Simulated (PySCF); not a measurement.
Electrostatic solvation of a mixed set.

Computed with PySCF at CAM-B3LYP/def2-SVPD, non-relativistic, each on one gas-phase PBE0-D3(BJ)/def2-SVP geometry that isn't relaxed in the solvent. The solvent is an IEF-PCM continuum (Bondi radii, 1.10 Å for H, scaled by 1.2). The model holds no explicit solvent molecules, cavitation or dispersion.

Question: Order them by E(solvent) − E(gas) in chloroform (ε = 4.711), most negative first (kJ/mol).
A. `[O:1]=[c:2]1[cH:3][cH:4][s:5][c:6]([OH:7])[cH:8]1` with S5–C6–O7–H 180°
B. `[Cl:1][B:2]1[CH2:3][CH2:4][CH2:5][CH2:6]1` with Cl1–B2–C3–C4 169°, B2–C3–C4–C5 30°, C3–C4–C5–C6 -39°, C4–C5–C6–B2 31°
C. `[O:1]=[CH:2][O:3][c:4]1[cH:5][cH:6][s:7][cH:8]1` with O1–C2–O3–C4 0°, C2–O3–C4–C5 3°

Answer: A (-35.7), C (-15.6), B (-5.3).

```tsv
SMILES	charge	ΔE (kJ/mol)	polarisation term (kJ/mol)	HOMO shift (eV)	dipole gas (D)	dipole solvent (D)	atoms	lowest singlet, gas (eV)	lowest singlet, solvent (eV)
O=c1ccsc(O)c1	0	-35.7	-41.4	+0.02	3.37	4.46	12	4.15	4.38
O=COc1ccsc1	0	-15.6	-17.1	+0.06	1.40	1.72	12	5.55	5.48
ClB1CCCC1	0	-5.3	-5.8	+0.05	1.56	1.89	14	5.54	5.58
```

The polarisation term is half the interaction of the solute with the induced surface charges. Singlets are vertical TDDFT energies (frozen core, non-equilibrium response), the lowest in each medium.
